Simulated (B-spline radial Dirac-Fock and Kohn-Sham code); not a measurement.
## What relativity does to the binding energies of Dy³⁸⁺

System: Dy³⁸⁺, [Ar] 3d10.

Both columns are ΔSCF binding energies of the configuration average from an atomic code on a B-spline grid: non-relativistic Hartree-Fock with a point nucleus, and Dirac-Fock with a finite nucleus and the Coulomb interaction alone, averaged over the two j levels with weights 2j+1.

```
shell  Hartree-Fock (eV)  Dirac-Fock (eV)  shift (eV)  shift (%)
   1s            52297.7          55742.1    +3444.39      +6.59
   2s             9842.7          10751.8     +909.15      +9.24
   2p             9446.5           9752.5     +306.01      +3.24
   3s             3392.4           3627.5     +235.12      +6.93
   3p             3216.8           3311.1      +94.30      +2.93
   3d             2900.1           2900.1       +0.02       0.00
```

Relativity binds 1s, 2s, 2p, 3s, 3p, 3d more strongly, among those listed most of all 2s in relative terms.

Values without a named source are computed, but for edge energies of neutral atoms, which are taken from tables.
